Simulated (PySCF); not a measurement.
# Where the electron goes

Species: C8H5NO.
Cartesian coordinates in Å at the GFN2-xTB level; atoms count from 1:
```
atom  x, y, z in Å
N1     3.346    1.582    1.241
C2     2.773    0.770    0.673
C3     2.085   -0.285   -0.063
O4     2.714   -1.168   -0.604
C5     0.616   -0.168   -0.074
C6    -0.122   -1.138   -0.757
C7    -1.499   -1.062   -0.791
C8    -2.150   -0.020   -0.146
C9    -1.423    0.946    0.534
C10   -0.044    0.878    0.573
H11    0.408   -1.939   -1.251
H12   -2.069   -1.812   -1.319
H13   -3.228    0.039   -0.173
H14   -1.935    1.754    1.034
H15    0.523    1.630    1.102
```

Level of theory: TDDFT PBE0/def2-SVPD, vertical, gas phase, core orbitals frozen in the response in PySCF.

Frontier orbitals with the atoms that hold most of them (Löwdin shares over 4%, at most four atoms; ? is withheld):

```
orbital  ε (eV)                            atoms
 LUMO+2   -0.51   C5 16%, C8 15%, C9 13%, N1 11%
 LUMO+1   -1.06  C7 21%, C10 21%, C9 15%, C6 14%
   LUMO       ?                                ?
   HOMO   -8.22                                ?
 HOMO-1   -8.33  C5 19%, C8 19%, C7 19%, C10 17%
 HOMO-2   -8.72     O4 65%, C3 11%, C5 8%, C2 7%
 HOMO-3  -10.37    N1 41%, C2 32%, O4 17%, C3 7%
```

(1) Which atoms hold the HOMO, and with what shares?

(2) Which atoms hold the LUMO, and with what shares?

(3) What is the LUMO energy, and the HOMO–LUMO gap?

Answers

(1) C9 (bonded to 2 C and H) 24%; C6 (bonded to 2 C and H) 24%; C10 (bonded to 2 C and H) 12%; C7 (bonded to 2 C and H) 11%.

(2) O4 (bonded to C) 24%; C3 (bonded to 2 C and O) 23%; N1 (bonded to C) 10%; C8 (bonded to 2 C and H) 8%. By element: carbon 31% or more, oxygen 24%, nitrogen 10%.

(3) ε(LUMO) = -3.05 eV; the gap is 5.18 eV (0.1902 hartree).

Q: How does S1 compare with the orbital gap of 5.18 eV?

A: S1 is at 3.66 eV (f = 0.0000), 1.51 eV below the gap, made of HOMO-2→LUMO (97%). Its leading pair isn't HOMO and LUMO; the energies of that pair differ by 5.67 eV. 

Q: Give energy, strength and leading configuration of S1, S2, S3 and S8, and follow the Löwdin shares of the leading atoms from the occupied to the empty orbital.

A: 
- S1 (3.66 eV, f 0.0000), HOMO-2→LUMO (97%): O4 65% → 24%, C3 11% → 23%
- S2 (4.26 eV, f 0.015), HOMO→LUMO (82%): C9 24% → at most 9%, C6 24% → at most 9%, O4 at most 12% → 24%, C3 at most 12% → 23%
- S3 (4.69 eV, f 0.287), HOMO-1→LUMO (81%): C5 19% → at most 9%, C8 19% → 8%, O4 at most 17% → 24%, C3 at most 17% → 23%
- S8 (6.56 eV, f 0.0000), HOMO-2→LUMO+1 (97%): O4 65% → at most 15%, C3 11% → at most 15%, C7 at most 7% → 21%, C10 at most 7% → 21%

Löwdin shares depend on the basis, the more so with diffuse functions.

One conformer stands for the species.
